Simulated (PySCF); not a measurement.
# Spinor energies of Ru¹⁷⁺ (ruthenium, charge +17)

Start: [Ar] 3d9; 3d3/2 filled at m_j = -3/2, -1/2, +1/2, +3/2; 3d5/2 filled at m_j = -3/2, -1/2, +1/2, +3/2, +5/2. Calculated with PySCF 2.14 in an even-tempered Gaussian basis (17 s from 1.7 bohr⁻², ratio 2.8; 13 p from 2.2 bohr⁻², ratio 2.8; 8 d from 2.2 bohr⁻², ratio 2.8; 4 f from 11 bohr⁻², ratio 3): generalised Hartree-Fock with the X2C-1e Hamiltonian and a Gaussian nucleus; one run each with spin-orbit coupling (SO) switched off, then screened by Boettger's factors.

```json
{"spinor shell": "1s1/2", "electrons": "2", "ε, spin-free (eV)": "-22701.7", "ε, screened SO (eV)": "-22700.3", "weight of nominal j (screened SO)": "1.000", "rms radius, screened SO (bohr)": "0.0384"}
{"spinor shell": "2s1/2", "electrons": "2", "ε, spin-free (eV)": "-3732.2", "ε, screened SO (eV)": "-3731.7", "weight of nominal j (screened SO)": "1.000", "rms radius, screened SO (bohr)": "0.157"}
{"spinor shell": "2p1/2", "electrons": "2", "ε, spin-free (eV)": "-3385.2", "ε, screened SO (eV)": "-3476.8", "weight of nominal j (screened SO)": "1.000", "rms radius, screened SO (bohr)": "0.137"}
{"spinor shell": "2p3/2", "electrons": "4", "ε, spin-free (eV)": "-3385.2", "ε, screened SO (eV)": "-3342.3", "weight of nominal j (screened SO)": "1.000", "rms radius, screened SO (bohr)": "0.141"}
{"spinor shell": "3s1/2", "electrons": "2", "ε, spin-free (eV)": "-1033.8", "ε, screened SO (eV)": "-1033.7", "weight of nominal j (screened SO)": "1.000", "rms radius, screened SO (bohr)": "0.422"}
{"spinor shell": "3p1/2", "electrons": "2", "ε, spin-free (eV)": "-916.18", "ε, screened SO (eV)": "-934.82", "weight of nominal j (screened SO)": "0.993", "rms radius, screened SO (bohr)": "0.415"}
{"spinor shell": "3d3/2", "electrons": "4", "ε, spin-free (eV)": "-733.76", "ε, screened SO (eV)": "-737.24", "weight of nominal j (screened SO)": "0.949", "rms radius, screened SO (bohr)": "0.397"}
{"spinor shell": "3d5/2", "electrons": "5", "ε, spin-free (eV)": "-733.76", "ε, screened SO (eV)": "-731.17", "weight of nominal j (screened SO)": "0.959", "rms radius, screened SO (bohr)": "0.400"}
```

**Question.** Where does 3p3/2 lie, and what is the 3p spin-orbit splitting (screened SO)?

**Answer.** At -907.38 eV, 27.445 eV above 3p1/2.

```json
{"quantity": "E (hartree)", "spin-free": "-4408.54534", "screened SO": "-4409.24700"}
{"quantity": "M_J", "spin-free": "5/2", "screened SO": "5/2"}
{"quantity": "⟨J²⟩", "spin-free": "8.751", "screened SO": "8.751"}
{"quantity": "⟨L²⟩", "spin-free": "6.000", "screened SO": "6.007"}
{"quantity": "⟨S²⟩", "spin-free": "0.750", "screened SO": "0.757"}
```

Each row is a mean over spinors that exchange with the open shell spreads, by up to 14.583 eV (3p3/2).

Breit and QED terms are absent; they matter most for the inner s and p1/2 levels.

Densities and radii are taken from the X2C orbitals without a picture-change correction, which distorts them close to the nucleus.

Without spin-orbit coupling the j labels of p, d and f shells carry no meaning; the spin-free column gives the mean over the occupied spinors of each nl shell.
